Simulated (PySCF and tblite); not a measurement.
Results of a calculation; reference values are marked as such.
C₆H₇FO₂, numbered as in [CH3:1][O:2][C:3]1=[CH:4][C@H:5]([F:6])[CH:7]=[CH:8][O:9]1.

Level: PBE0-D3(BJ)/pcSseg-1//GFN2-xTB, thermal terms from GFN2-xTB, symmetry numbers and mirror pairs counted. Conformers within 2.5 kcal/mol (GFN2-xTB free energy) were kept, 4 at most. (PySCF 2.14, tblite 0.8.)

An NOE distance is ⟨r⁻⁶⟩^(−1/6) over all pairs of like atoms and, for the average, over conformers.

Torsions listed: C1–O2–C3–O9. The 6-ring runs over atoms 3–4–5–7–8–9.

```json
{"conformer": "1", "shape": "6-ring flat; -177°", "weight %": "87.6"}
{"conformer": "2", "shape": "6-ring flat; 1°", "weight %": "12.4"}
```

**Question.** Which H–H contacts under 3.5 Å would NOEs report (pairs on one atom left out) at 298.15 K?

**Answer.** 
| pair | in 1 (Å) | in 2 (Å) | average (Å) |
| --- | --- | --- | --- |
| H7 ··· H8 | 2.48 | 2.48 | 2.48 |
| H4 ··· H5 | 2.53 | 2.56 | 2.53 |
| H5 ··· H7 | 2.55 | 2.55 | 2.55 |
| H1 ··· H4 | 2.54 | 4.45 | 2.59 |

Longer pairs under the limit may be missing.

**Question.** In a model where alignment follows shape alone (order matrix 0.001 × (3G/tr G − 1)/2, G the second moments of the atom positions; splitting J + 2D), what are the one-bond C–H dipolar couplings D?

**Answer.** H1 2.4 Hz (2.4 in conformer 1), H4 -3.4 Hz (-4.3 in conformer 1), H5 5.0 Hz (5.7 in conformer 1), H7 -13.7 Hz (-14.2 in conformer 1), H8 -1.0 Hz (-1.6 in conformer 1).


Conformer gaps in pcSseg-1 on xTB geometries can be 2 kcal/mol off for S=O, P=O and other polar bonds.